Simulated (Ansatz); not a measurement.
Mulliken charges of AlF₃H₂O, SMILES `[OH2+][Al-]([F])([F])[F]` from ωB97M-V/def2-TZVPP in Ansatz (PBE0-D4/def2-TZVP geometry).

```
atom   x (Å)   y (Å)   z (Å)  charge (e)
  O1  -0.871   0.586   0.358      -0.137
 Al2   0.496  -0.551  -0.410       0.789
  F3   0.963  -1.255   1.013      -0.378
  F4  -0.290  -1.501  -1.497      -0.363
  F5   1.430   0.675  -1.012      -0.378
  H6  -0.962   0.456   1.310       0.234
  H7  -0.704   1.522   0.192       0.234
```

**Question.** By hand: the dipole of these point charges (1 e Å = 4.8032 D).

**Answer.** Σ q r = (-0.678, 0.712, 0.522) e Å, of length 1.113 e Å = 5.35 D.

**Question.** How does the dipole of the full density compare? (Best estimate.)

**Answer.** Computed: (-0.583, 0.757, 0.587) e Å, 5.39 D; the point charges give 0.99 times that, at 6° from its direction.

Point charges leave out the atoms' own dipoles, such as those of lone pairs, and Mulliken's split depends on the basis, so the close match here is no proof of good charges.
